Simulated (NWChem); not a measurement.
MgBrF; SMILES [Mg]([Br])[F]

Computed with NWChem. Medium grid unless said otherwise, to which SCAN and Minnesota functionals are sensitive. Coordinates come from a PBE0/def2-SVP optimisation. Total energies of different functionals are on different scales.

```tsv
level	energy (Ha)	highest occupied level (eV)	orbital gap (eV)	dipole (D)
B3LYP/def2-SVP	-2873.8058	-8.13	6.03	0.37
PBE/def2-SVP	-2873.1499	[?]	[?]	0.34
MPW1K/def2-SVP	-2873.8939	-9.41	8.10	0.27
LC-wPBE (HJS exchange hole, range parameter 0.4 per bohr)/def2-SVP	-2873.2753	-11.20	11.24	0.07
LDA (Slater exchange, PW92)/def2-SVP	-2868.6086	-7.31	4.55	0.40
Hartree-Fock/def2-SVP	-2871.1485	-11.35	11.76	0.25
M06-2X/def2-SVP	-2873.7500	-9.69	8.36	0.36
```

Task: Complete the blanks.

Result: 
- PBE/def2-SVP, highest occupied level (eV): -7.16
- PBE/def2-SVP, orbital gap (eV): 4.63
